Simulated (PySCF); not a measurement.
CBrF₃, SMILES FC(F)(F)Br. Atoms are numbered in the order given.

```xyz
5

F      1.0784    -0.6226    -1.2766
C      0.0000     0.0000    -0.8233
F     -1.0784    -0.6226    -1.2766
F      0.0000     1.2452    -1.2766
Br     0.0000     0.0000     1.1259
```

The structure is a stationary point at B3LYP-D3(BJ)/def2-SVP.

Computed with HF/def2-TZVP in PySCF.

The molecule is in vacuum.

Computed frontier levels, gap, dipole moment and polarisability:
The highest occupied level is -12.42 eV. The lowest empty level is 2.93 eV. The orbital gap comes out as 15.35 eV and the dipole moment is 0.59 D. The quadrupole, principal values (traceless, Buckingham form, about the centre of nuclear charge) is -1.11, -1.11, 2.22 D·Å, the mean static polarisability is 31.7 bohr³ (4.69 Å³) and the polarisability, principal values comes out as 27.4, 27.4, 40.2 bohr³.
